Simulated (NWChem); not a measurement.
System: C2H7NSn; SMILES C=[CH][SnH2][NH2]

NWChem input:

```
start job
memory heap 200 mb stack 900 mb global 1100 mb
geometry units angstroms noautoz
  Sn    -0.279154     0.356352     0.033511
  N      1.226929     1.747938     0.059478
  C      0.339450    -1.622591    -0.521603
  C      0.305739    -2.649231     0.333434
  H     -1.428593     0.978394    -1.077147
  H     -0.887144     0.267996     1.635405
  H      2.027770     1.454293     0.616822
  H      1.577778     1.964863    -0.872161
  H      0.702153    -1.800800    -1.542341
  H     -0.046006    -2.539943     1.366634
  H      0.626188    -3.658455     0.045116
end
basis spherical
  * library def2-svp
end
ecp
  Sn library def2-ecp
end
dft
  xc xtpss03 ctpss03
  iterations 150
  mulliken
end
task dft energy
```

The geometry was optimised at PBE0/def2-SVP. No frequency run checked for a minimum. def2 effective core potentials on Sn; no spin-orbit coupling.

Task: What results follow from this input? (TPSS/def2-SVP with def2 effective core potentials on Sn.) Quantities: basis functions; energy (Ha); highest occupied level (eV); orbital gap (eV); dipole (D).

Result: 
```json
{
 "number_of_basis_functions": "103",
 "energy (Ha)": "-349.26",
 "highest occupied level (eV)": "-5.49",
 "orbital gap (eV)": "4.37",
 "dipole (D)": "1.65"
}
```
